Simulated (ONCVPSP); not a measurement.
# What one change does to a pseudopotential (Sc (Z = 21), ONCV)

Sc, optimised norm-conserving Vanderbilt (ONCV), made with ONCVPSP 4.0.1 (PW91, scalar-relativistic). Core [Ne], reference 3s2 3p6 3d1 4s2. Waves: 3s+4s: rc 1.80 bohr, ncon 4, nbas 7, qcut 7.1 1/bohr, 2 projectors; 3p: rc 1.80 bohr, ncon 3, nbas 7, qcut 7.5 1/bohr, 2 projectors, debl 3.8 Ha; 3d: rc 2.85 bohr, ncon 3, nbas 8, qcut 4.6 1/bohr, 3 projectors, debl 2 Ha. Local part: polynomial inside 1.65 bohr (lpopt 5, dvloc0 0 Ha). Core correction: polynomial model core, fcfact 0.65.

All-electron outer shells of the reference configuration (PW91, scalar-relativistic, ld1.x):

```tsv
shell	level (eV)	outermost node (bohr)	outermost maximum (bohr)
2p	-388.54	–	0.23
3s	-55.05	0.42	0.92
3p	-33.67	0.39	0.97
4s	-4.22	1.33	3.10
3d	-3.29	–	1.10
```

Change: s: qcut 4.5; p: qcut 4.8; d: qcut 2.9.

Cutoffs: the cutoffs (Ha) at which the residual kinetic energy of the hardest occupied pseudo-wave falls to 1 and 0.1 mHa per electron; they do not see the model core or the augmentation charge, which bear on the density cutoff. Errors are all-electron minus pseudo energies relative to the spin-unpolarised reference configuration.

Question: Predict the effect on cutoff, ghosts and configuration errors.

Answer: The potential gets harder (17 Ha and 21 Ha → 40 Ha and 81 Ha); the number of tests with a reliable result goes from 3 to 4; of the 3 tests that both files solve, the error grows in 2 and shrinks in 0 by more than 15 % and 0.3 meV (median size 22.0 → 24.5 meV); neither file shows a bound ghost.

| quantity | base | changed |
| --- | --- | --- |
| cutoff, loose | 17 Ha | 40 Ha |
| cutoff, tight | 21 Ha | 81 Ha |
| loose cutoff by channel | s 15 Ha, p 17 Ha, d 8.9 Ha | s 6.4 Ha, p 19 Ha, d 40 Ha |
| bound ghosts | none | none |
| GHOST(+) flags under 300 eV | none | none |
| tests with a reliable result | 3 of 4 | 4 of 4 |
| error for 3s2 3p6 3d1 4s1, meV [ΔE 6.94 eV] | -1.2 | -5.5 |
| error for 3s2 3p6 3d1 4s0, meV [ΔE 19.72 eV] | -30 | -110 |
| error for 3s2 3p6 3d1 4s0 4p1, meV [ΔE 10.37 eV] | -22 | -24 |
| s: phases at 1.82 bohr within 0.05 rad from the reference energy up to (Ha; the scan ends near 5) | to the end of the scan | to the end of the scan |
| p: phases at 1.82 bohr within 0.05 rad from the reference energy up to (Ha; the scan ends near 5) | to the end of the scan | to the end of the scan |
| d: phases at 2.89 bohr within 0.05 rad from the reference energy up to (Ha; the scan ends near 5) | 0.5 | 0.2 |
| rms error of d²Exc/dni dnj with the model core, mHa | 3.23 | 6.60 |

Base: The cutoffs count occupied waves only; projector 3 of the d channel, the hardest unoccupied one, needs 51 Ha at the loose tolerance.
